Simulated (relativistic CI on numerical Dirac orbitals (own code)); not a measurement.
Calculated levels, Er

Computed by Dirac-Coulomb-Breit CI, orbitals from a KLI potential per configuration, QED by a radiative potential, valence Slater integrals scaled by 0.85, P86 correlation estimate, and configurations built on the next ion tied to the tabulated ionisation energy (semi-empirical) (own radial code, finite nucleus).

Configurations in the expansion (outside the closed core [Xe]): 4f¹²6s², 4f¹¹6s²5d, 4f¹²6s6p, 4f¹¹6s²6p, 4f¹¹6s5d², 4f¹²6s6d, 4f¹²6s7s, 4f¹²6s7p, 4f¹²6s7d, 4f¹²6s8s, 4f¹²6s6f, 4f¹²6s7f, 4f¹²6p², 4f¹²5d², 4f¹²6s5d, 4f¹²6s6g, 4f¹¹6s²7p, 4f¹¹6s²6d, 4f¹²5f², 4f¹¹6s²8s, 4f¹¹6s6p7s, 4f¹²6f², 4f¹¹6s²8p, 4f¹³6s. Levels of other configurations are missing.

```csv
No.,Configuration,Term,J,E (cm⁻¹),%,Landé g,jj configuration (%)
1,4f¹¹(4I°)5d,⁵G°,6,0.0,78,1.307,4f7/2^5 5d3/2 (68)
2,4f¹¹(4I°)5d,⁵H°,7,578.8,78,1.263,4f7/2^5 5d3/2 (57)
3,4f¹¹(4I°)5d,³L°,9,1244.3,39,1.143,4f7/2^5 5d3/2 (70)
4,4f¹¹(4I°)5d,⁵L°,10,1474.1,91,1.196,4f7/2^5 5d5/2 (72)
5,4f¹¹(4I°)5d,⁵I°,8,1917.2,53,1.198,4f7/2^5 5d3/2 (62)
6,4f¹¹(4I°)5d,⁵K°,9,2619.2,62,1.184,4f7/2^5 5d5/2 (69)
7,4f¹¹(4I°)5d,³K°,8,3656.0,45,1.159,4f7/2^5 5d5/2 (61)
8,4f¹¹(4I°)5d,⁵G°,5,4143.6,55,1.214,4f7/2^5 5d5/2 (52)
9,4f¹¹(4I°)5d,³I°,7,4570.7,40,1.147,4f7/2^5 5d5/2 (47)
10,4f¹¹(4I°)5d,⁵H°,6,4605.2,45,1.191,4f7/2^5 5d5/2 (45)
11,4f¹¹(4I°)5d,⁵L°,8,7625.7,54,1.046,4f5/2^5 4f7/2^6 5d3/2 (81)
12,4f¹¹(4I°)5d,⁵L°,9,8403.0,61,1.130,4f5/2^5 4f7/2^6 5d5/2 (85)
13,4f¹¹(4I°)5d,³G°,5,8613.6,49,1.141,4f5/2^5 4f7/2^6 5d3/2 (61)
14,4f¹¹(4I°)5d,⁵K°,7,8703.4,43,1.050,4f5/2^5 4f7/2^6 5d3/2 (73)
15,4f¹¹(4I°)6s<5I°>5d²(3F)‡,⁷F°,6,8919.6,81,1.476,4f7/2^5 6s 5d3/2^2 (43)
16,4f¹¹(4I°)5d,⁵G°,4,9013.6,65,1.088,4f5/2^5 4f7/2^6 5d5/2 (54)
17,4f¹¹(4I°)5d,⁵K°,8,9347.1,54,1.131,4f5/2^5 4f7/2^6 5d5/2 (83)
18,4f¹¹(4I°)6p‡,⁵H,7,9458.7,69,1.243,4f7/2^5 6p1/2 (75)
19,4f¹¹(4I°)5d,⁵I°,6,9495.7,41,1.072,4f5/2^5 4f7/2^6 5d3/2 (61)
20,4f¹¹(4I°)6p‡,³K,8,9649.8,49,1.161,4f7/2^5 6p1/2 (76)
21,4f¹¹(4I°)5d,⁵G°,5,9702.7,34,1.152,4f5/2^5 4f7/2^6 5d5/2 (58)
22,4f¹¹(4I°)5d,⁵I°,7,9898.9,47,1.123,4f5/2^5 4f7/2^6 5d5/2 (76)
23,4f¹¹(4I°)5d,⁵H°,6,10040.8,31,1.114,4f5/2^5 4f7/2^6 5d5/2 (66)
24,4f¹¹(4I°)6s<5I°>5d²(3F)‡,⁷G°,7,10149.0,59,1.378,4f7/2^5 6s 5d3/2^2 (39)
25,4f¹¹(4I°)6s<5I°>5d²(3F)‡,⁷H°,8,10320.4,49,1.316,4f7/2^5 6s 5d3/2 5d5/2 (39)
26,4f¹¹(4I°)6s<5I°>5d²(3F)‡,⁷I°,9,10356.2,54,1.288,4f7/2^5 6s 5d3/2 5d5/2 (51)
27,4f¹¹(4I°)6s<5I°>5d²(3F)‡,⁷K°,10,10662.3,69,1.272,4f7/2^5 6s 5d3/2 5d5/2 (53)
28,4f¹¹(4I°)6s<5I°>5d²(3F)‡,⁷M°,12,11095.6,97,1.247,4f7/2^5 6s 5d5/2^2 (58)
29,4f¹¹(4I°)5d,⁵L°,7,11161.8,49,0.957,4f5/2^4 4f7/2^7 5d3/2 (33)
30,4f¹¹(4I°)6s<5I°>5d²(3F)‡,⁷M°,11,11177.7,47,1.223,4f7/2^5 6s 5d3/2 5d5/2 (60)
```

Energies count from the lowest computed level; ° marks odd parity. Percentages are summed over parent terms; the parents shown are those of the largest component, closed shells are left out there, and <> holds an intermediate term. Filled j subshells are mostly left out of the jj labels. ‡ marks configurations that were not tied to measured data.

The mean weight of the leading LS term, summed over parents, in these 30 levels is 56 %, and that of the leading jj configuration (from the same eigenvectors) 61 %.

Configurations that consist of the next ion and one excited electron were tied to the tabulated ionisation energy; Rydberg ones are usually within 1,000 to 3,000 cm⁻¹ and the lowest ones within about 6,000 (9,000 in d shells), while levels on excited terms of the next ion carry the error of that term, and the other configurations can be misplaced by 10,000 cm⁻¹ or more. Rates follow the energies as ν³ (E1, M1) or ν⁵ (E2), so rates, branching and lifetimes can be off by large factors. The fine structure of a lone outer electron comes out too small, for d and f at times inverted, and misplaced configurations move strength between like terms. 3 of the 15 excited levels that our extract of the measured tables holds in this range could be paired (the sources list more); they are missed by 7533 cm⁻¹ on average and 21897 at most, and levels without a partner can miss by more. Some levels of the ground configuration have no partner and can miss by 10 % or more. The computed lowest level isn't the tabulated ground level, which NIST ASD gives as 4f12 6s2 3H6.

LS names give the leading component of a level, which can be under half, so a name can repeat, a term be missing and a line seem to break the LS rules.
